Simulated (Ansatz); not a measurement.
Consider the ligand exchange at the Si–C bond: `C=C[Si](O)(O)C=C` + `O[SiH3]` → `C=C[Si](O)(O)O[SiH3]` + `C=C`.

Calculated with Ansatz (gas phase, PBE0-D4/def2-TZVP geometries, no zero-point term in ΔE). CBS: MP2 limit from def2 TZ/QZ plus the TZ coupled-cluster correction, frozen cores. This one scheme is used for every species. Functionals use def2-TZVPP. B3LYP here is the variant with VWN-RPA as its local correlation; programs differ in this. Each species was taken in one conformer, which may not be the lowest.

```json
{"level": "r2SCAN-D4", "ΔE (kcal/mol)": "-30.8", "difference from CCSD(T)/CBS": "0.2"}
{"level": "PBE0-D4", "ΔE (kcal/mol)": "-29.2", "difference from CCSD(T)/CBS": "1.8"}
{"level": "B3LYP-D4", "ΔE (kcal/mol)": "-31.5", "difference from CCSD(T)/CBS": "-0.5"}
{"level": "ωB97X-V", "ΔE (kcal/mol)": "-30.7", "difference from CCSD(T)/CBS": "0.3"}
{"level": "PBE", "ΔE (kcal/mol)": "-27.5", "difference from CCSD(T)/CBS": "3.5"}
{"level": "PBE0", "ΔE (kcal/mol)": "-29.2", "difference from CCSD(T)/CBS": "1.8"}
{"level": "B3LYP", "ΔE (kcal/mol)": "-31.4", "difference from CCSD(T)/CBS": "-0.4"}
{"level": "MP2/def2-TZVPP", "ΔE (kcal/mol)": "-30.4", "difference from CCSD(T)/CBS": "0.6"}
{"level": "SCS-MP2/def2-TZVPP", "ΔE (kcal/mol)": "-31.3", "difference from CCSD(T)/CBS": "-0.3"}
{"level": "SCS-MP2/def2-QZVPP", "ΔE (kcal/mol)": "-31.5", "difference from CCSD(T)/CBS": "-0.5"}
{"level": "CCSD(T)/CBS", "ΔE (kcal/mol)": "-31.0", "difference from CCSD(T)/CBS": "0"}
```

Largest T1 diagnostic among the species: 0.012.

In def2-TZVPP, CCSD(T) changes the Hartree–Fock value by +5.2 kcal/mol (the triples alone add +0.9 kcal/mol) and MP2 by +5.8 kcal/mol. From PBE to PBE0 (25 % exact exchange), in def2-TZVPP and without D4, ΔE moves by −1.7 kcal/mol.
